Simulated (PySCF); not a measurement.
Electron correlation in W²⁺ (tungsten, charge +2)

[Xe] 4f14 5d3 6p1, one real determinant (an excited configuration). All numbers are calculated (PySCF 2.14, the spin-free X2C one-electron Hamiltonian (Gaussian nucleus), in ANO-RCC-VTZP (8s7p5d3f2g1h, 104 functions)). Frozen: [Xe] 4f14; 6 electrons correlated.

| level | correlation energy (mhartree) |
| --- | --- |
| CCSD | -51.70 |
| (T) | -1.61 |
| CCSD(T) | -53.31 |

Diagnostics: T1 = 0.0054, D1 = 0.0173, largest double amplitude 0.108.

The real determinant used has ⟨L²⟩ near 14 against 20 for a pure G term, so it mixes terms. Spin-orbit coupling, absent here, splits the open shell strongly.

Cost of the coupled-cluster step: about 30 core-seconds, for 6 correlated electrons.

The reference is one real determinant that mixes LS terms of this configuration.
